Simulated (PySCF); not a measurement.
How methods differ on the ionisation energy of Nd(40+)

Nd(40+) [Ar] 3d2 (3F) → Nd(41+) [Ar] 3d1 (2D), as a difference of total energies. All numbers are calculated (PySCF 2.14, the spin-free X2C one-electron Hamiltonian (Gaussian nucleus), in an even-tempered Gaussian basis (18 s from 7.7 bohr⁻², ratio 2.5; 12 p from 10 bohr⁻², ratio 2.5; 7 d from 10 bohr⁻², ratio 2.5; 4 f from 35 bohr⁻², ratio 2.7; 3 g from 52 bohr⁻², ratio 2.7)). Correlated levels: outer shells: [Ne] frozen; virtual orbitals above 40 to 60 times the deepest correlated orbital energy dropped. The calculations carry no spin-orbit coupling.

```csv
method,ionisation energy (eV)
UHF,2961.0
LDA,2959.9
PBE,2960.7
PBE0,2961.2
r2SCAN,2962.7
PBEsol,2960.0
M06-L,2962.1
MP2 (outer shells),2960.7
SCS-MP2 (outer shells),2960.6
```

Spin-orbit coupling is strong in these open shells (close to jj coupling). The scalar numbers leave it out and a first-order estimate fails, so it can dominate the gap to the real levels.

Breit and QED terms and the two-electron picture change are absent.

For comparison: 2974 ± 4 eV (theoretical estimate listed by NIST; NIST Atomic Spectra Database, ionization energies).
